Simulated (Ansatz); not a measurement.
Ideal-gas functions of ClH$_{4}$N$_{2}$STa (`[NH2][Ta]([NH2])(=[S])[Cl]`) at 500 K and 1 bar, from an Ansatz frequency run at PBE0-D4/def2-TZVP.

Molar mass 280.51 g/mol, point group Cs (symmetry number 1), electronic degeneracy 1, moments of inertia 227.597, 331.061, 376.684 u Å². Harmonic wavenumbers (cm⁻¹, unscaled): 120, 138, 172, 173, 196, 211, 362, 396, 487, 515, 528, 561, 613, 683, 696, 1538, 1543, 3565, 3568, 3665, 3665.

Use S(trans) = R[1.5 ln M + 2.5 ln T − 1.1517]; rotational temperatures θ = 24.2544 K / I; S(rot) = R[ln(√π/σ · √(T³/θAθBθC)) + 1.5]; for each mode x = 1.438777 ν̃/T, S = R[x/(eˣ − 1) − ln(1 − e⁻ˣ)] and H = RT x/(eˣ − 1); 1 cm⁻¹ = 0.0119627 kJ/mol; R = 8.31446 J/(mol·K).

Q: By hand: the entropy, in J/(mol·K).

A: Translation 189.9. Rotation: θ = 0.1066, 0.0733, 0.0644 K, giving 126.3. Vibration, mode by mode: 17.20, 16.05, 14.25, 14.20, 13.19, 12.59, 8.34, 7.66, 6.16, 5.77, 5.59, 5.18, 4.60, 3.92, 3.80, 0.55, 0.54, 0.00, 0.00, 0.00, 0.00, in all 139.6. Electronic 0.0. Sum 455.8 J/(mol·K).

Q: By hand: H − E and G − E in kJ/mol, counted from the electronic energy.

A: Zero-point energy ½ × 23395 × 0.0119627 = 139.9; thermal vibration 35.7; translation, rotation and pV give 4 RT = 16.6. H − E = 192.2 kJ/mol, and G − E = 192.2 − 500 × 455.8/1000 = -35.7 kJ/mol.

Vibration gives 31 % of the entropy, 33.2 J/(mol·K) of it from the modes under 150 cm⁻¹: soft modes count most, and the harmonic formula is weakest for them. The sum counts one conformer and one mirror image; others add a mixing term.
